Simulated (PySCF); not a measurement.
C₄F₅, doublet, geometry from GFN2-xTB. Base run: DF-CAMB3LYP/STO-3G run with PySCF.

PySCF was given this input:
```python
from pyscf import gto, scf, dft

mol = gto.Mole()
mol.atom = '''
    F     2.529282   -0.243934   -0.307296
    C     1.239407   -0.405074   -0.224078
    C     0.362090   -1.382000   -0.390721
    C    -0.871561   -0.579725   -0.064962
    F    -1.556118   -0.926496    1.027296
    F    -1.756604   -0.392689   -1.046600
    C     0.155569    0.607324    0.141282
    F    -0.004415    1.636879   -0.701629
    F     0.197517    1.099225    1.387215
'''
mol.basis = 'sto-3g'
mol.charge = 0
mol.spin = 1
mol.verbose = 4
mol.build()

mf = dft.UKS(mol)
mf.xc = 'camb3lyp'
mf = mf.density_fit(auxbasis='def2-universal-jkfit')
mf.kernel()
```

Each row names what was changed in the base input (with any setting that the change needs).

```tsv
change	basis functions	E (Eh)	HOMO (eV)	dipole (D)	core-seconds (rough)
base	45	-642.06086	-6.02	0.55	10
basis = 3-21G	81	-647.69614	-10.16	1.22	20
basis = pcseg-0	81	-649.39884	-10.79	1.40	20
basis = 6-31G*	126	-651.25932	-10.01	1.19	40
basis = def2-SV(P)	126	-650.78625	-10.36	1.26	40
basis = 6-31G**	126	-651.25932	-10.01	1.19	40
basis = pcseg-1	126	-651.15787	-10.60	1.31	40
basis = 6-311G**	162	-651.46288	-10.42	1.33	40
basis = 6-31+G*	162	-651.31063	-10.66	1.47	40
basis = def2-SVPD	195	-650.83743	-10.73	1.51	50
basis = 6-311++G**	198	-651.48735	-10.74	1.55	60
basis = aug-pcseg-1	207	-651.19971	-10.64	1.43	70
basis = 6-311+G(2d,p)	243	-651.50576	-10.66	1.50	90
```

Totals compare only among sets that treat the same electrons; sets with core potentials leave the core out.

Open shells are given as the SCF converged; they aren't shown to be the lowest states, and a large step between rows can be another state.
